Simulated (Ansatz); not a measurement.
Cost and result up the ladder for the cluster Ga2Se3 (5 atoms). The state is a singlet with charge 0. Geometry: r2SCAN-D4/def2-SVP.

```xyz
5

Ga    1.517   -0.648    0.052
Ga   -1.578    0.261   -0.408
Se    3.143    0.006    1.263
Se   -2.864    1.771    0.372
Se   -0.218   -1.390   -1.279
```

Ansatz on 4 threads of Arm Neoverse V1 on a shared host. Times are rough, and most runs start from the orbitals of an earlier one. ωB97X-V/def2-TZVP serves as the yardstick here, not as an exact answer. Differences are given only for rows in sets of like size (and for xTB, whose basis is part of the method), since another set adds its own error. Binding counts from free atoms at the same level (Ga doublet, Se triplet; other spins of the atoms weren't run), without zero-point energy or a counterpoise term.

HSE06 is defined as in plane-wave codes, on full-range PBE exchange. Correlated methods freeze 45 core orbitals; core or outer-core shells of Ga, Se are correlated, in sets that lack core-valence functions. The rows differ in basis, and correlated rows in double-zeta sets carry the largest basis error. Another isomer (singlet) lies 0.13 eV lower at PBE0-D4/def2-TZVP; other spin states weren't run for this one.

Correlated methods converge slowly with the basis, most of all in double-zeta sets.

| level | functions | wall time | binding energy per atom (eV) | difference from ωB97X-V/def2-TZVP (eV) |
| --- | --- | --- | --- | --- |
| PBE-D4/def2-TZVP (with forces) | 240 | 4.7 s | 2.63 | 0.14 |
| r2SCAN-D4/def2-TZVP | 240 | 9 s | 2.60 | 0.12 |
| PBE0-D4/def2-TZVP | 240 | 10 s | 2.53 | 0.04 |
| HSE06-D4/def2-TZVP | 240 | 11 s | 2.53 | 0.04 |
| ωB97X-V/def2-TZVP | 240 | 21 s | 2.49 | 0.00 |
| CCSD(T)/def2-SVP | 160 | 59 s | 2.26 | – |
